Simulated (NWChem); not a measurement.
Species: CdCl, doublet; SMILES [Cl][Cd]

Results from NWChem. Spin-unrestricted. Coordinates come from a PBE0/def2-SVP, spin-unrestricted optimisation. This spin state was assumed; another may lie lower. No stability test was run on the SCF state. def2 effective core potentials on Cd; no spin-orbit coupling. Vertical excitations in the gas phase; the lowest state need not have the same character in each row. Excited states of an open shell can be spin-contaminated.

| level | lowest excitation (eV) | oscillator strength of that lowest state | lowest state with f > 0.02 (eV) | oscillator strength of that bright state | lowest empty minus highest occupied level, either spin (eV) |
|---|---|---|---|---|---|
| PBE/def2-SVPD, TDA | 2.17 | 0.001 | 3.99 | 0.059 | 0.88 |
| B3LYP/def2-SVPD, TDA | 2.43 | 0.002 | 4.01 | 0.070 | 2.08 |
| UHF/def2-SVPD, CIS | 3.93 | 0.169 | 3.93 | 0.169 | 8.14 |
| BHandHLYP/def2-SVPD, TDA | 3.24 | 0.001 | 4.23 | 0.153 | 4.15 |
